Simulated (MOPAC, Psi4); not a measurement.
Conformational energy of SMILES C=C[SiH2]C, singlet. Scanned: dihedral C1–C2–Si3–C4; all other coordinates were relaxed at GFN2-xTB. Points at φ and −φ are mirror images. Heavy atoms are numbered in the order of the SMILES C=C[SiH2]C, hydrogens after them in the order of the atoms that carry them; the mirror image has the same energies with the sign of each dihedral reversed.

Levels of theory: PM6, restricted, heats of formation // GFN2-xTB (MOPAC); PBE/def2-TZVP // GFN2-xTB (Psi4); PBE-D3(BJ)/def2-TZVP // GFN2-xTB (Psi4).

Energies in kcal/mol, each method relative to its own lowest point.

| φ / ° | PM6 | PBE/def2-TZVP | PBE-D3(BJ)/def2-TZVP |
|---|---|---|---|
| -165 | 0.57 | 1.17 | 1.35 |
| -150 | 0.47 | 0.68 | 0.86 |
| -135 | 0.36 | 0.22 | 0.40 |
| -120 | 0.31 | 0.01 | 0.19 |
| -105 | 0.32 | 0.17 | 0.33 |
| -90 | 0.38 | 0.58 | 0.73 |
| -75 | 0.44 | 1.05 | 1.17 |
| -60 | 0.45 | 1.28 | 1.36 |
| -45 | 0.36 | 1.11 | 1.17 |
| -30 | 0.21 | 0.66 | 0.69 |
| -15 | 0.06 | 0.20 | 0.20 |
| 0 | 0.00 | 0.00 | 0.00 |
| 15 | 0.06 | 0.20 | 0.20 |
| 30 | 0.21 | 0.66 | 0.69 |
| 45 | 0.36 | 1.11 | 1.17 |
| 60 | 0.45 | 1.28 | 1.36 |
| 75 | 0.44 | 1.05 | 1.17 |
| 90 | 0.38 | 0.58 | 0.73 |
| 105 | 0.32 | 0.17 | 0.33 |
| 120 | 0.31 | 0.01 | 0.19 |
| 135 | 0.36 | 0.22 | 0.40 |
| 150 | 0.47 | 0.68 | 0.86 |
| 165 | 0.57 | 1.17 | 1.35 |
| 180 | 0.62 | 1.38 | 1.55 |
